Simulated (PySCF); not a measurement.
Gas-phase reaction: Ge3H8 + 4 C3H7 (n-propyl) → 3 CH3GeH3 + 3 C3H6 (cyclic)

Computed with PySCF and rigid-rotor harmonic-oscillator thermochemistry at 1 bar. † marks an energy on the PBE0/def2-TZVP geometry and frequencies; other levels use their own. MP2 and CCSD(T) freeze the core. 6-31G* has spherical d functions here. Open shells (unrestricted): C3H7 (n-propyl) (multiplicity 2); the rest are closed-shell singlets. B3LYP is the form with VWN-RPA correlation. Ge: all electrons, no relativistic terms. No R ln 2 is added for the mirror-image form of C3H7 (n-propyl). MP2 isn't extrapolated to the basis-set limit; its ΔH°(298 K) is -363.9 kJ in def2-SVP and -391.2 kJ in def2-TZVPP. CCSD(T) isn't extrapolated to the basis-set limit. The harmonic model lacks anharmonicity and excited electronic states, which grow with temperature; levels with a mode under 35 cm⁻¹ are left out. Internal rotation in Ge3H8, C3H7 (n-propyl), CH3GeH3 is treated as a harmonic vibration of one conformer, which makes the entropy rough.

ΔH° and ΔS° at 298 K: B3LYP/6-31G* -287 kJ, -17 J/K; BLYP/def2-TZVP† -310 kJ, -21 J/K; CCSD(T)/def2-SVP† -318 kJ, -21 J/K; HF/6-31G* -94 kJ, -5 J/K; MP2/def2-TZVPP† -391 kJ, -21 J/K.

### Question
With the heat capacities included, give log10 K (1 bar) at 800, 1000, 1400, 2000, 2500 K from B3LYP/6-31G*, BLYP/def2-TZVP†, CCSD(T)/def2-SVP†, HF/6-31G*, MP2/def2-TZVPP†.

### Answer
```
T (K)  B3LYP/6-31G*  BLYP/def2-TZVP†  CCSD(T)/def2-SVP†  HF/6-31G*  MP2/def2-TZVPP†
-----  ------------  ---------------  -----------------  ---------  ---------------
800            17.1             18.4               18.9        5.0             23.7
1000           13.2             14.1               14.5        3.6             18.4
1400            8.5              9.1                9.5        1.8             12.2
2000            5.0              5.3                5.5        0.3              7.4
2500            3.3              3.5                3.6       -0.4              5.2
```
